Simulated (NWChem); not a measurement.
System: GeHOCl, singlet; SMILES [OH][Ge][Cl]

Here is an NWChem input.

```
start job
memory heap 200 mb stack 900 mb global 1100 mb
geometry units angstroms
  Ge     0.375283     0.522250     0.000000
  Cl    -0.123630    -1.612776     0.000000
  O     -1.304197     1.121611     0.000000
  H     -1.350247     2.086615     0.000000
end
basis spherical
  Ge library sto-3g
  Cl library sto-3g
  O library sto-3g
  H library sto-3g
end
dft
  xc hfexch
  iterations 150
end
driver
  maxiter 120
end
task dft optimize
task dft freq
```

Low-valent species are run as closed-shell singlets; no triplet was tried in these runs.

The level has its own optimisation; frequencies are unscaled.

### Question
Give the results of this calculation. (Hartree-Fock/STO-3G.) Quantities: r Cl–Ge (Å); r Ge–O (Å); r H–O (Å); highest harmonic frequency (cm⁻¹); lowest (cm⁻¹); zero-point energy (kcal/mol); dipole (D).

### Answer
```
Property                           Value
---------------------------------  -----
r Cl–Ge (Å)                        2.184
r Ge–O (Å)                         1.647
r H–O (Å)                          0.979
highest harmonic frequency (cm⁻¹)   4325
lowest (cm⁻¹)                        293
zero-point energy (kcal/mol)        10.6
dipole (D)                          4.49
```
